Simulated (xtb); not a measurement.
Cl, charge +1, triplet; GFN1-xTB with GBSA(toluene) in xtb 6.7.1.

Here is a job for xtb.
```
$ xtb mol.xyz --gfn 1 --chrg 1 --uhf 2 --gbsa toluene --json

# file mol.xyz
1

Cl     0.00000000     0.00000000     0.00000000
```

Output, abridged:

```
   ID    Z sym.   atoms
    1   17 Cl     1

           -------------------------------------------------
          |                Calculation Setup                |
           -------------------------------------------------

           -------------------------------------------------
          |                 G F N 1 - x T B                 |
           -------------------------------------------------

      * Solvation model:               GBSA
        Solvent                        toluene
        Parameter file                 internal GFN1-xTB/GBSA
        Dielectric constant                7.0000E+00
        Reference state                gsolv [1 M gas/solution]
        Free energy shift                  4.2288E-03 Eh       2.6536E+00 kcal/mol
        Temperature                        2.9815E+02 K
        Density                            8.6700E-01 kg/L
        Solvent mass                       9.2140E+01 g/mol
        Interaction kernel             Still
        Born radius scaling (c1)           1.5977E+00
        Born radii integrator          GBOBC
        Born offset                        5.3290E-02 a0       1.0070E-01 AA
        H-bond correction              false
        Ion screening                  false
        Surface tension                    1.0000E-05 Eh       1.5569E+01 dyn/cm
        Grid points                               230 per atom

          ...................................................
          :                      SETUP                      :
          :.................................................:
          :  # basis functions                  10          :
          :  # atomic orbitals                   9          :
          :  # shells                            3          :
          :  # electrons                         6          :
          :  # halogen bonds                     0          :
          :  max. iterations                   250          :
          :  Hamiltonian                  GFN1-xTB          :
          :  restarted?                      false          :
          :  GBSA solvation                   true          :
          :  PC potential                    false          :
          :  electronic temp.          300.0000000     K    :
          :  accuracy                    1.0000000          :
          :  -> integral cutoff          0.2500000E+02      :
          :  -> integral neglect         0.1000000E-07      :
          :  -> SCF convergence          0.1000000E-05 Eh   :
          :  -> wf. convergence          0.2000000E-04 e    :
          :  Broyden damping             0.4000000          :
          :  net charge                          1          :
          :  unpaired electrons                  2          :
          ...................................................

 iter      E             dE          RMSdq      gap      omega  full diag
   1     -3.6096092 -0.360961E+01  0.404E+00    8.92       8.9  T
   2     -3.6096092  0.000000E+00  0.323E+00    9.02       9.0  T
   3     -3.6096092  0.000000E+00  0.249E+00    9.12       9.1  T
   4     -3.6096092  0.000000E+00  0.199E+00    9.18       9.2  T
   5     -3.6096092  0.000000E+00  0.159E+00    9.23       9.2  T
   6     -3.6096092  0.000000E+00  0.127E+00    9.27       9.3  T
   7     -3.6096092  0.000000E+00  0.102E+00    9.31       9.3  T
   8     -3.6096092  0.000000E+00  0.816E-01    9.33       9.3  T
   9     -3.6096092  0.000000E+00  0.652E-01    9.36       9.4  T
  10     -3.6096092  0.000000E+00  0.522E-01    9.37       9.4  T
  11     -3.6096092  0.000000E+00  0.418E-01    9.39       9.4  T
  12     -3.6096092  0.000000E+00  0.334E-01    9.40       9.4  T
  13     -3.6096092  0.000000E+00  0.267E-01    9.41       9.4  T
  14     -3.6096092  0.000000E+00  0.214E-01    9.41       9.4  T
  15     -3.6096092  0.000000E+00  0.171E-01    9.42       9.4  T
  16     -3.6096092  0.000000E+00  0.137E-01    9.42       9.4  T
[...]
  45     -3.6096092  0.000000E+00  0.212E-04    9.44       9.4  T
  46     -3.6096092  0.000000E+00  0.169E-04    9.44       9.4  T
  47     -3.6096092  0.000000E+00  0.136E-04    9.44       9.4  T

   *** convergence criteria satisfied after 47 iterations ***

 transition dipole moment (au) for excitation:           3           4
     X       Y       Z
   0.0000   0.0000   0.0000  total (au/Debye):    0.000   0.000
 dE (eV)             :    0.000
 oscillator strength :  0.00000E+00

         :::::::::::::::::::::::::::::::::::::::::::::::::::::
         ::                     SUMMARY                     ::
         :::::::::::::::::::::::::::::::::::::::::::::::::::::
         :: total energy              -3.609609229693 Eh    ::
         :: total w/o Gsasa/hb        -3.609294386479 Eh    ::
         :: gradient norm              0.000000000000 Eh/a0 ::
         :: HOMO-LUMO gap              9.439757472535 eV    ::
         ::.................................................::
         :: SCC energy                -3.609609229693 Eh    ::
         :: -> electrostatic           0.176726005844 Eh    ::
         :: -> Gsolv                  -0.093449068255 Eh    ::
         ::    -> Gelec               -0.093134225041 Eh    ::
         ::    -> Gsasa               -0.004543616211 Eh    ::
         ::    -> Ghb                  0.000000000000 Eh    ::
         ::    -> Gshift               0.004228772997 Eh    ::
         :: repulsion energy           0.000000000000 Eh    ::
         :: dispersion energy          0.000000000000 Eh    ::
         :: halogen bond corr.         0.000000000000 Eh    ::
         :: add. restraining           0.000000000000 Eh    ::
         :: total charge               1.000000000000 e     ::
         :::::::::::::::::::::::::::::::::::::::::::::::::::::

           -------------------------------------------------
          |                Property Printout                |
           -------------------------------------------------

    * Orbital Energies and Occupations

         #    Occupation            Energy/Eh            Energy/eV
      -------------------------------------------------------------
         1        2.0000           -1.1819460             -32.1624
         2        1.3333           -0.6739855             -18.3401
         3        1.3333           -0.6739855             -18.3401
         4        1.3333           -0.6739855             -18.3401 (HOMO)
         5                         -0.3270808              -8.9003 (LUMO)
         6                         -0.3270808              -8.9003
         7                         -0.3270808              -8.9003
         8                         -0.3270808              -8.9003
         9                         -0.3270808              -8.9003
      -------------------------------------------------------------
                  HL-Gap            0.3469047 Eh            9.4398 eV
             Fermi-level           -0.5875885 Eh          -15.9891 eV

  Mulliken/CM5 charges         n(s)   n(p)   n(d)
     1Cl    1.00000  1.00000   2.000  4.000  0.000

Wiberg/Mayer (AO) data.
largest (>0.10) Wiberg bond orders for each atom

 ---------------------------------------------------------------------------
     #   Z sym  total        # sym  WBO       # sym  WBO       # sym  WBO
 ---------------------------------------------------------------------------
     1  17 Cl   0.000
 ---------------------------------------------------------------------------

 dipole moment from electron density (au)
     X       Y       Z
   0.0000   0.0000   0.0000  total (Debye):    0.000

           -------------------------------------------------
          | TOTAL ENERGY               -3.609609229693 Eh   |
          | GRADIENT NORM               0.000000000000 Eh/α |
          | HOMO-LUMO GAP               9.439757472535 eV   |
           -------------------------------------------------

normal termination of xtb
```
